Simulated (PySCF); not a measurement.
This script is equivalent to a calculation on Mo⁺ (molybdenum, charge +1).

```python
from pyscf import gto, scf, dft, mp, cc
import basis_set_exchange as bse
mol = gto.M(atom="Mo 0 0 0", charge=1, spin=5, symmetry="D2h",
            basis=gto.basis.parse(bse.get_basis("x2c-TZVPall", elements=["Mo"], fmt="nwchem", header=False)),
            nucmod="G")
mf = scf.UHF(mol).sfx2c1e()
mf.irrep_nelec = {'Ag': (8, 6), 'B1g': (2, 1), 'B2g': (2, 1), 'B3g': (2, 1), 'B1u': (3, 3), 'B2u': (3, 3), 'B3u': (3, 3)}
mf.kernel()
```

**Question.** What total energy does it give?

**Answer.** -4045.96314 hartree (calculated).

**Question.** Which occupied shell lies highest, and where?

**Answer.** 4d α, at -16.366 eV.

**Question.** What is ⟨S²⟩, and what would a pure spin state give?

**Answer.** 8.753, against 8.75.
